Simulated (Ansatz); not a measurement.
Molecule: ZrF₃, charge 1, multiplicity 1. SMILES: [F][Zr+]([F])[F]
Geometry from a B3LYP-D3(BJ)/def2-TZVP (Ansatz, an electronic-structure program) optimisation:
```xyz
4

Zr     0.0186     0.2285     0.0750
F      1.7148    -0.4480    -0.2093
F     -0.8476    -0.7594     1.3748
F     -0.9498     0.1919    -1.4987
```
Charge +1, spin multiplicity 1.

Quantity: vertical triplet-singlet gap, E(triplet) - E(singlet), in eV. Conventions: def2 sets with scalar-relativistic core potentials past Kr; each state is the SCF solution reached for its charge and spin; six Cartesian d functions in 6-31G* and its kin unless marked 5d; spin-orbit terms left out; STO-3G and 3-21G all-electron and non-relativistic; open shells spin-unrestricted; valence correlation only (noble-gas shells and the d and f shells of earlier blocks); no dispersion term unless named; LANL2DZ with its own core potentials from Na on. First-principles rows: single points at B3LYP-D3(BJ) geometries (Ansatz). The spin state of an ion or metal species was assumed, not searched. Levels can end on unlike triplets.

```json
[
 {"level": "HF/6-31G* with LANL2DZ past Ar", "program": "Ansatz", "vertical triplet-singlet gap, E(triplet) - E(singlet) (eV)": "5.77"},
 {"level": "PBE/6-31G* with LANL2DZ past Ar", "program": "Ansatz", "vertical triplet-singlet gap, E(triplet) - E(singlet) (eV)": "6.00"},
 {"level": "B3LYP/STO-3G", "program": "Ansatz", "vertical triplet-singlet gap, E(triplet) - E(singlet) (eV)": "5.34"},
 {"level": "B3LYP/3-21G", "program": "Ansatz", "vertical triplet-singlet gap, E(triplet) - E(singlet) (eV)": "5.80"},
 {"level": "B3LYP/6-31G* with LANL2DZ past Ar", "program": "Ansatz", "vertical triplet-singlet gap, E(triplet) - E(singlet) (eV)": "6.33"},
 {"level": "MP2/6-31G* with LANL2DZ past Ar", "program": "Ansatz", "vertical triplet-singlet gap, E(triplet) - E(singlet) (eV)": "8.08"},
 {"level": "PBE0/def2-TZVPD", "program": "Ansatz", "vertical triplet-singlet gap, E(triplet) - E(singlet) (eV)": "6.64"},
 {"level": "wB97M-V/def2-TZVPD", "program": "Ansatz", "vertical triplet-singlet gap, E(triplet) - E(singlet) (eV)": "7.18"}
]
```

No value to compare with is used here. The 6 habitual levels span 5.34 (B3LYP/STO-3G) to 8.08 eV (MP2/6-31G* with LANL2DZ past Ar); PBE0/def2-TZVPD gives 6.64.

The levels are drawn from those run, B3LYP/6-31G* more often than the rest, none by its result; left out are runs that failed, that the program found above a lower state of the same kind, or whose <S^2> lies over 0.5 above the pure value.
